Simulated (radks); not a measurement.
Spherical jellium clusters: N electrons in a uniform positive sphere of charge N and radius rs N^(1/3), rs = 2.96 bohr. Method: non-relativistic Kohn-Sham, PBEsol, spin-polarised, spherical densities; computed with a radial shooting solver with Libxc functionals. Levels are named by radial order and angular momentum (1s, 1p, 1d, 2s, ...), and open shells are averaged over m.

N = 13, configuration 1s2 1p6 1d(up 5, down 0). This is the lowest configuration that the search found. Occupied levels:

level    occupation  eigenvalue (eV)  <r> (bohr)
1s up             1          -7.1999       4.500
1s down           1          -6.7846       4.140
1p up             3          -5.4602       5.457
1p down           3          -4.7416       5.273
1d up             5          -3.3728       6.279

Energy (eV): total -19.1611, kinetic 39.252, external -766.96, Hartree 372.25, exchange-correlation -60.148, background 396.44.

Electron density:

r (bohr)  n(r) (e/bohr^3)
0.821            0.005874
1.70             0.007150
2.58             0.008803
3.46              0.01010
4.34              0.01022
5.22             0.008685
6.10             0.005943
6.98             0.003205
7.86             0.001421
8.74            0.0005560
9.62            0.0002049
10.5           0.00007367
11.4           0.00002657
